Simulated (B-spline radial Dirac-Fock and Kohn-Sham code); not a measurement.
## Elastic and transport cross sections of rhenium for positrons

Calculated with a radial atomic solver, using relativistic (Dirac) partial waves in the static field of the Dirac-Fock atom, without polarisation or absorption potentials. Below a few hundred eV the neglected polarisation potential matters, most of all at small angles. σ_tr1 and σ_tr2 weight the cross section with 1 − P₁ and 1 − P₂ of cos θ; "backward" is the share scattered beyond 90°.

```csv
energy (eV),σ (a₀²),σ_tr1 (a₀²),σ_tr2 (a₀²),σ/σ_tr1,backward (%)
131,20.7,4.06,6.94,5.09,5.6
202,17.7,2.99,5.19,5.94,4.7
750,10.6,1.06,1.96,9.97,2.5
1700,7.32,0.518,0.983,14.1,1.6
1920,?,?,?,?,?
2850,5.68,0.318,0.621,17.9,1.2
2980,5.56,0.305,0.596,18.2,1.2
4750,4.37,0.188,0.381,23.2,0.84
14000,2.40,0.0526,0.115,45.7,0.33
34200,1.41,0.0158,0.0369,89.5,0.13
35700,1.38,0.0148,0.0348,92.6,0.13
38900,1.30,0.0131,0.0309,99.4,0.11
48000,1.15,0.00967,0.0231,119,0.090
58500,1.02,0.00722,0.0175,141,0.072
60100,0.999,0.00694,0.0168,144,0.069
101000,0.731,0.00316,0.00790,231,0.036
```

**Question.** Fill in the row for 1.92 keV.

**Answer.** σ = 6.91 a₀², σ_tr1 = 0.463 a₀², σ_tr2 = 0.884 a₀², σ/σ_tr1 = 14.9, backward 1.5 %. The ratio σ/σ_tr1 is roughly the number of elastic collisions that randomise the direction.
